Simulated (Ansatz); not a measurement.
# Worked example: SiH(CH3)(OH)(SiH3) → SiH(CH3)(OH) + SiH3

Species: SiH(CH3)(OH)(SiH3), singlet; SiH(CH3)(OH), doublet; SiH3 (silyl radical) `[SiH3]`, doublet. 

Shapes, held fixed at every level: PBE0-D4/def2-TZVP. Flexible molecules stand in one conformer, not always the lowest. Programs: Ansatz 0.2.0. The zero-point and thermal change to 298 K, harmonic and unscaled (PBE0-D4/def2-TZVP), is -9.8 kJ/mol.

At CCSD(T)/CBS estimate; 1 Eh = 2625.50 kJ/mol:

```
           species  energy (Eh)
SiH(CH3)(OH)(SiH3)  -696.247023
      SiH(CH3)(OH)  -405.312132
              SiH3  -290.808079
```

**Question.** Work out ΔH(298 K) of the reaction at this level.

**Answer.** 
1. Products less reactants: (-405.312132) + (-290.808079) − [(-696.247023)] = 0.126812 Eh = +332.9 kJ/mol.
2. With the thermal change: +332.9 + (-9.8) = +323.1 kJ/mol.

Other levels give +230.5 (HF/def2-SVP) to +341.6 kJ/mol (SPW92/def2-TZVPP). No measured value is set beside it here. Open shells run unrestricted unless RO is named. The CBS estimate extrapolates MP2 from def2-TZVPP and def2-QZVPP and adds CCSD(T) − MP2 in the triple-zeta set, cores frozen.
